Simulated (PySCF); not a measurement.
Tl (thallium, neutral): r2SCANh calculation

Configuration: [Xe] 4f14 5d10 6s1 6p1 7s1, high-spin 4P determinant (an excited configuration). All numbers are calculated (PySCF 2.14, scalar relativity by spin-free X2C-1e, in aug-cc-pVQZ-DK3 (10s9p7d4f2g, 118 functions)).

```json
{
  "Total energy": "-20247.19 hartree",
  "One-electron energy": "-27707.36 hartree",
  "Hartree (Coulomb) energy": "7847.23 hartree",
  "Exchange-correlation energy": "-387.07 hartree",
  "⟨S²⟩": "3.7537",
  "⟨L²⟩": "2.050",
  "Sum of ⟨r⟩": "52.04 bohr",
  "Sum of ⟨r²⟩": "113.6 bohr²",
  "Traceless quadrupole moment −½Σ⟨3z² − r²⟩ along its main axis": "-1.17 e·bohr²",
  "Langevin diamagnetic susceptibility": "-90.0 ×10⁻⁶ cm³/mol",
  "Time after the integrals": "of the order of 8 core-seconds"
}
```

```csv
shell,electrons,mean orbital energy (eV),spread (eV),"rms radius, mean of both spins (bohr)"
1s α,1,-85408.9,0,0.0184
1s β,1,-85408.8,0,0.0184
2s α,1,-15251.4,0,0.0743
2s β,1,-15251.4,0,0.0743
2p α,3,-13183.7,0.018,0.0684
2p β,3,-13183.7,0.041,0.0684
3s α,1,-3662.3,0,0.189
3s β,1,-3662.2,0,0.189
3p α,3,-3060.3,0.085,0.192
3p β,3,-3060.3,0.100,0.192
3d α,5,-2405.0,0.079,0.176
3d β,5,-2405.0,0.086,0.176
4s α,1,-830.92,0,0.416
4s β,1,-830.86,0,0.416
4p α,3,-631.24,0.170,0.444
4p β,3,-631.19,0.196,0.444
4d α,5,-387.76,0.174,0.473
4d β,5,-387.71,0.194,0.473
5s α,1,-139.97,0,0.936
5s β,1,-139.86,0,0.936
4f α,7,-122.20,0.189,0.510
4f β,7,-122.14,0.212,0.510
5p α,3,-85.013,0.304,1.07
5p β,3,-84.934,0.386,1.07
5d α,5,-21.797,0.324,1.48
5d β,5,-21.269,0.534,1.48
6s α,1,-14.827,0,2.53
6p α,1,-6.469,0,3.48
7s α,1,-1.985,0,7.52
```

Spin-orbit coupling, absent here, splits the open shell strongly. The outer electron is Rydberg-like, and this basis confines it to a smaller radius and binds it less than a complete one would.

Densities and radii are taken from the X2C orbitals without a picture-change correction, which distorts them close to the nucleus.
